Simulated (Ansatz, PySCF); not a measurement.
Process, species as SMILES: C=CC=C + 5 [H][H] (H2) -> 4 C (CH4)
Structures are relaxed separately at B3LYP-D3(BJ)/def2-TZVP in Ansatz (a program for electronic structure), one conformer each, not searched for the lowest. Unstable Hartree-Fock reference: C=CC=C.

Property: energy of full hydrogenation (enthalpy at 298 K, with B3LYP-D3(BJ) rigid-rotor harmonic-oscillator terms from PySCF), in kcal/mol. Valence correlation only, unless marked. Spin-orbit coupling is left out. Non-relativistic. CBS marks a two-point X^-3 extrapolation of the correlation energy; Hartree-Fock from the larger set. [CCSD(T)-MP2]/basis is that difference in the basis named.

| level | program | energy of full hydrogenation (kcal/mol) |
|---|---|---|
| PBE/def2-TZVPD | Ansatz | -98.5 |
| PBE-D3(BJ)/def2-TZVPD | Ansatz + dftd3 | -97.1 |
| PBE0/def2-TZVPD | Ansatz | -107.0 |
| BHLYP-D3(BJ)/def2-TZVPD | Ansatz + dftd3 | ? |
| CAM-B3LYP-D3(BJ)/def2-TZVPD | Ansatz + dftd3 | -103.8 |
| LC-wPBE-D3(BJ)/def2-TZVPD | Ansatz + dftd3 | ? |
| wB97M-V/def2-TZVPD | Ansatz | ? |
| B2PLYP-D3(BJ)/def2-TZVPD | Ansatz + dftd3 | -96.9 |
| B2PLYP-D4/def2-TZVPD | Ansatz + dftd4 | -97.0 |
| RI-MP2/CBS(cc-pVTZ,cc-pVQZ)+[CCSD(T)-MP2]/cc-pVTZ | Ansatz | ? |

**Question.** Some entries are withheld; supply them.

**Answer.** 
- BHLYP-D3(BJ)/def2-TZVPD, energy of full hydrogenation (kcal/mol): -105.9
- LC-wPBE-D3(BJ)/def2-TZVPD, energy of full hydrogenation (kcal/mol): -111.3
- wB97M-V/def2-TZVPD, energy of full hydrogenation (kcal/mol): -101.2
- RI-MP2/CBS(cc-pVTZ,cc-pVQZ)+[CCSD(T)-MP2]/cc-pVTZ, energy of full hydrogenation (kcal/mol): -98.6
